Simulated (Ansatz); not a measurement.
```yaml
crystal:
  periodic: [false, false, false]
  atoms:
    - {symbol: Ba, position_ang: [-2.066599, 1.149393, -0.960878]}
    - {symbol: Ba, position_ang: [2.205335, 1.339105, 0.174443]}
    - {symbol: Ba, position_ang: [-0.089101, -2.453329, 0.852291]}
basis:
  gaussian: {orbitals: def2-mTZVPP}
total_charge: -1
magnetization: {spin_polarized: true, initial_magnetization: 1}
hamiltonian: {xc: {name: revPBE0}}
scf: {omitted_lower_state_checks: [starts]}
```

```sh
$ ansatz run in.yaml --threads 4 --pin off --events-out ev --progress --plain --max-ram 3916MiB
```

Output, abridged:

```
Functional definition: revPBE0
1026 factors; their error is unknown
mean field evaluation 1: about -2080.6971 eV, gradient 1.4e0 eV
mean field evaluation 2: about -2080.8007 eV, gradient 1.2e0 eV
mean field evaluation 4: about -2080.8349 eV, gradient 2.5e-1 eV
mean field evaluation 8: about -2080.8503 eV, gradient 1.2e-1 eV
mean field evaluation 16: about -2080.8828 eV, gradient 4.2e-2 eV
mean field evaluation 32: about -2080.8979 eV, gradient 7.5e-6 eV
mean field -2080.89790798 eV, -76.4715876350 hartree, gradient 7.5e-6 eV, S^2 1.385198; 0 other end points of the search recorded, 0 dependent functions left out
reference -2080.89794326 eV, -76.4715889316 hartree; 16, 15 occupied and 83, 84 virtual orbitals, 1026 factors
Total energy: -2080.89794326 eV, -76.4715889316 hartree
Checks for a lower state left out: starts
```

Hardware: 4 threads of Arm Neoverse V2 on a shared host. Wall time 6.5 s.

In the def2 sets Ba takes a core potential; there is no spin–orbit coupling. The highest occupied level of an anion often lies above zero with these methods, and sets without diffuse functions describe the outer electron poorly. The charge -1 doublet is spin-contaminated (final ⟨S²⟩ up to 1.39, 0.75 for a pure state).
